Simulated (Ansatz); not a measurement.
Reaction: HSeO (SMILES [Se]O, doublet) → HSeO (SMILES [O][SeH], doublet)
Each species at its own B3LYP-D3(BJ)/def2-TZVP minimum (Ansatz, a quantum-chemistry and plane-wave program).

Total energies in hartree (Ansatz). UHF or UKS for unpaired electrons; spin-orbit terms are left out. Correlated methods leave the cores frozen (noble-gas shells, and filled d and f shells in the p block). No relativity. The UHF reference of HOSe ([O][SeH], doublet) is spin-contaminated (<S^2> up to 0.03 over the pure value in the sets run).

```tsv
species	HF/cc-pVTZ	CCSD(T)/cc-pVTZ	HF/cc-pVQZ	CCSD(T)/cc-pVQZ	CCSDT(Q)/cc-pVTZ
1: HSeO (SMILES O[Se], doublet)	-2475.32874	-2475.73653	-2475.33943	-2475.77804	-2475.73825
2: HSeO (SMILES [O][SeH], doublet)	-2475.30133	-2475.71210	-2475.31210	-2475.75464	-2475.71501
```

Task: Work out the isomerisation energy (electronic) in kcal/mol: take Hartree-Fock from cc-pVQZ, extrapolate the CCSD(T) correlation energy as X^-3 (X = 3, 4), and add CCSDT(Q) - CCSD(T) in cc-pVTZ. 1 hartree = 627.51 kcal/mol.

Result: 
Species 1: correlation (64·(-0.43861) - 27·(-0.40779))/37 = -0.46110; step -0.00172; E1 = -2475.33943 + (-0.46110) + (-0.00172) = -2475.80225
Species 2: correlation (64·(-0.44254) - 27·(-0.41077))/37 = -0.46572; step -0.00291; E2 = -2475.31210 + (-0.46572) + (-0.00291) = -2475.78073
-1·E1 +1·E2 = 0.02152 hartree = 13.5 kcal/mol.
